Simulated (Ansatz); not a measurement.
Cost and result for the atomization energy of Cl$_{3}$H$_{2}$SSi$_{2}$, SMILES `Cl[SiH]S[SiH](Cl)Cl` radical (8 atoms, 7 bonds).

Z-matrix (Å, degrees):
```
Si
Cl 1 2.040
Cl 1 2.038 2 107.9
S 1 2.118 2 111.6 3 -123.3
H 1 1.472 2 108.8 3 118.6
Si 4 2.139 1 98.3 2 67.2
Cl 6 2.050 4 112.2 1 94.7
H 6 1.486 4 106.6 1 -148.1
```

The species carries charge 0 and has multiplicity 2. The geometry is a stationary point of PBE0-D4/def2-TZVP. It is one conformer, not always the lowest. Program: Ansatz. All runs use 2 threads of an AMD EPYC 7R13 on a shared host and a share of an NVIDIA H100 80 GB. Times are those of one run each, without the atoms' runs, and a repeat can differ threefold. Electronic energies, without spin–orbit coupling; frozen cores. CCSD(T)/CBS adds CCSD(T) − MP2 in def2-TZVPP to the MP2 limit, and its time is that of the two runs behind it. T1 = 0.012; ⟨S²⟩ of the reference is 0.76. B3LYP takes the VWN-RPA correlation (the form of Gaussian; ORCA's B3LYP/G).

CCSD(T)/CBS is a level of theory with its own doubt, some kJ/mol a heavy atom from the limit and from the frozen cores, so smaller differences don't rank the functionals.

| level | functions | wall time | atomization (kcal/mol) | difference from CCSD(T)/CBS | per bond |
| --- | --- | --- | --- | --- | --- |
| PBE0-D4/def2-TZVPP | 280 | 2.1 s | 590.2 | 3.5 | 0.5 |
| PBE-D4/def2-TZVPP (with forces) | 280 | 2.4 s | 596.8 | 10.1 | 1.4 |
| B2PLYP/def2-TZVPP | 280 | 2.5 s | 569.6 | -17.1 | -2.4 |
| r2SCAN-D4/def2-TZVPP (with forces) | 280 | 2.7 s | 596.9 | 10.2 | 1.5 |
| ωB97X-V/def2-TZVPP | 280 | 3.3 s | 592.8 | 6.1 | 0.9 |
| MP2/def2-QZVPP | 480 | 3.5 s | 598.5 | 11.8 | 1.7 |
| B3LYP-D4/def2-TZVPP (with forces) | 280 | 4.5 s | 578.1 | -8.6 | -1.2 |
| ωB97M-V/def2-TZVPP (with forces) | 280 | 8.5 s | 591.4 | 4.7 | 0.7 |
| CCSD(T)/def2-TZVPP | 280 | 11 s | 562.0 | -24.7 | -3.5 |
| CCSD(T)/CBS(def2) | – | 14 s | 586.7 | 0.0 | 0.0 |

In def2-TZVPP, CCSD(T) changes the Hartree–Fock value by +133.8 kcal/mol (the triples alone add +13.3 kcal/mol) and MP2 by +155.8 kcal/mol; breaking electron pairs costs correlation energy, which Hartree–Fock lacks. The D4 term adds +16.2 kcal/mol with B3LYP and +8.6 kcal/mol with PBE0; it sums over pairs of atoms, weighted by their polarisabilities, and B3LYP, whose exchange is more repulsive, gets the larger term. From PBE to PBE0 (25 % exact exchange), in def2-TZVPP and without D4, the atomization energy moves by −5.3 kcal/mol: exact exchange takes away binding that semilocal exchange gives to molecules.
